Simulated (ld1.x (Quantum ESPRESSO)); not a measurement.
**How hard is this Mn PAW potential?**

ld1.x (Quantum ESPRESSO) 7.5 input, shortened:

```
&input
   title='Mn', zed=25., rel=1, dft='PZ', iswitch=3,
   config='[Ar] 3d5 4s1.5 4p0 4f-2'
 /
 &inputp
   pseudotype=3, lpaw=.true., tm=.true., lloc=-2, rcloc=1.70,
   nlcc=.true., rcore=0.84,
   which_augfun='BESSEL', rmatch_augfun=0.90
 /
7
3S  1  0   2.00   0.00  1.15  1.35  0.0
4S  2  0   1.50   0.00  1.15  1.35  0.0
3P  2  1   6.00   0.00  1.25  1.40  0.0
4P  3  1   0.00   0.00  1.25  1.40  0.0
3D  3  2   5.00   0.00  1.55  2.00  0.0
3D  3  2   0.00  -0.20  1.55  2.00  0.0
4F  4  3  -2.00   0.05  1.75  1.95  0.0
 &test
   configts(1)='3s2 3p6 3d5 4s1.5 4p0'
 /
```

The pseudo-atom Hamiltonian at the reference potential is diagonalised in spherical Bessel functions j_l(qr) that vanish at 20 bohr, with q² up to the cutoff. All-electron valence levels (Ry): 3s -6.5683, 4s -0.6333, 3p -4.2963, 4p -0.3156, 3d -0.8035.

Task: How do the lowest levels (Ry) of each channel move with the cutoff, and are there ghosts?

Result:

```csv
cutoff (Ry),s #1,s #2,p #1,p #2,d #1,f #1,Σ f·Δε (mRy)
8,-5.9814,-0.5238,-2.8241,-0.2125,-0.4437,0.0338,11970.5
12,-6.3631,-0.5691,-3.6056,-0.2493,-0.6827,0.0338,5255.5
15,-6.4545,-0.5831,-3.9471,-0.2672,-0.7429,0.0338,2701.8
21,-6.5483,-0.6055,-4.1732,-0.2820,-0.7976,0.0338,850.4
30,-6.5665,-0.6202,-4.2781,-0.2945,-0.8031,0.0338,134.8
40,-6.5678,-0.6307,-4.2942,-0.3031,-0.8034,0.0338,18.8
45,-6.5679,-0.6321,-4.2955,-0.3083,-0.8035,0.0338,8.3
55,-6.5682,-0.6332,-4.2956,-0.3135,-0.8035,0.0338,5.2
70,-6.5683,-0.6332,-4.2961,-0.3155,-0.8035,0.0338,1.5
80,-6.5683,-0.6333,-4.2962,-0.3155,-0.8035,0.0338,0.8
100,-6.5684,-0.6333,-4.2963,-0.3156,-0.8035,0.0338,0.4
400,-6.5684,-0.6333,-4.2963,-0.3156,-0.8035,0.0338,0.0
```

Result: no extra level below or beside the all-electron valence levels (s, p, d, f tested); 10 mRy is reached at 45 Ry and 1 mRy at 80 Ry.
